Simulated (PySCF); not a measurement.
C6H14Ge.
InChI=1S/C6H14Ge/c1-6-4-2-3-5-7-6/h6H,2-5,7H2,1H3/t6-/m0/s1

A linear-response calculation (PySCF, def2-SVPD basis, gas phase, vertical, core orbitals frozen in the response) gave these numbers; the functional is withheld.

Orbital energies (eV): HOMO-3 -10.65, HOMO-2 -10.13, HOMO-1 -9.43, HOMO -8.68, LUMO 1.23, LUMO+1 1.53, LUMO+2 1.77.

```tsv
state	E (eV)	f	main configurations (H = HOMO, L = LUMO)
S1	7.18	0.0024	H→L (85%)
S2	7.40	0.013	H→L+1 (85%)
S3	7.84	0.020	H→L+2 (62%), H→L+3 (25%)
S4	7.90	0.020	H-1→L (41%), H→L+3 (18%), H→L+2 (13%)
S5	7.93	0.055	H→L+3 (42%), H-1→L (22%)
S6	8.06	0.047	H→L+4 (39%), H-1→L+1 (26%)
```

Triplets, Tamm–Dancoff:

| state | E (eV) | λ (nm) | main configurations (H = HOMO, L = LUMO) |
| --- | --- | --- | --- |
| T1 | 6.98 | 177.6 | H→L+1 (66%) |
| T2 | 7.03 | 176.5 | H→L (79%) |
| T3 | 7.47 | 166.0 | H→L+2 (27%), H-1→L (20%), H-1→L+1 (12%) |
| T4 | 7.63 | 162.5 | H-1→L (40%), H→L+2 (18%), H→L+4 (8%) |

Vertical ionisation energy by ΔSCF with the same functional: 9.32 eV. Mean static polarisability: 100.1 au.

Problem. Which of these was used?
A. PBE0
B. HF
C. CAM-B3LYP
D. PBE

Solution. C. CAM-B3LYP is range-separated, 19% exact exchange at short range and 65% at long range (ω = 0.33 bohr⁻¹). In this run −ε(HOMO) = 8.68 eV differs from the ΔSCF value by -0.64 eV, and S1 differs from the orbital gap of 9.91 eV by -2.73 eV. The ratio −ε(HOMO)/IP is 0.93. Small neutral molecules mostly give 0.85 to 0.93 with CAM-B3LYP, 0.5 to 0.7 with PBE, 0.7 to 0.83 with PBE0; Hartree–Fock can't fall below 1, since the ion's relaxation only lowers the ΔSCF value. The other options: PBE, a GGA without exact exchange; HF, time-dependent Hartree–Fock, 100% exact exchange; PBE0, a global hybrid with 25% exact exchange.

Method used: TDDFT CAM-B3LYP/def2-SVPD, vertical, gas phase, core orbitals frozen in the response (PySCF 2.14.0, density-fitted response routines). Isolated species at its PBE0-D3(BJ)/def2-SVP geometry (one conformer only). The CAM-B3LYP/def2-SVPD calculation is non-relativistic and has no spin–orbit coupling, an omission that weighs most on germanium.

Time: 4.8 min; peak memory 1.4 GiB. Hardware: an Arm Neoverse V1 with one thread (shared host).
